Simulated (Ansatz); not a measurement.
Mulliken charges of B₃H₅Se, SMILES `BBB[SeH]` from PBE/def2-TZVPP in Ansatz (PBE0-D4/def2-TZVP geometry).

```
atom   x (Å)   y (Å)   z (Å)  charge (e)
  B1  -0.407   1.003  -1.539      -0.082
  B2   0.640   0.306  -0.510      -0.053
  B3   0.233  -0.770   0.668      -0.083
 Se4  -0.306  -0.217   2.419       0.016
  H5  -0.724   0.503  -2.581       0.032
  H6  -0.909   2.061  -1.274       0.031
  H7   1.810   0.571  -0.634       0.044
  H8   0.258  -1.944   0.445       0.043
  H9  -0.506  -1.558   2.989       0.051
```

Task: By hand: the dipole of these point charges (1 e Å = 4.8032 D).

Result: Σ q r = (-0.011, -0.096, 0.158) e Å, of length 0.185 e Å = 0.89 D.

Task: How does the dipole of the full density compare? (An estimate is asked.)

Result: Ansatz gave: (0.003, -0.113, 0.091) e Å, 0.70 D; the point charges give 1.27 times that, at 20° from its direction.

Point charges leave out the atoms' own dipoles, such as those of lone pairs, and Mulliken's split depends on the basis, so the two needn't agree.
